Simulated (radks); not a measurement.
Problem. All-electron atom: Si3+ in [Ne] 3s1. Method: non-relativistic Kohn-Sham, BLYP, spin-polarised, spherical densities, point nucleus; open shells are filled with parallel spins first; computed with a radial shooting solver on a logarithmic mesh with Libxc functionals. Some entries of the table are withheld. Estimate them.

| orbital | occ. | eigenvalue (hartree) | <r^2> (bohr^2) |
|---|---|---|---|
| 1s up | 1 | -66.88909 | 0.01677 |
| 1s down | 1 | -66.88187 | 0.01677 |
| 2s up | 1 | -6.43322 | 0.3860 |
| 2s down | 1 | -6.42341 | 0.3854 |
| 2p up | 3 | (1) | 0.3606 |
| 2p down | 3 | (2) | 0.3593 |
| 3s up | 1 | -1.48278 | 3.837 |

Solution. 
(1) 2p up eigenvalue (hartree): -4.85426
(2) 2p down eigenvalue (hartree): -4.84439
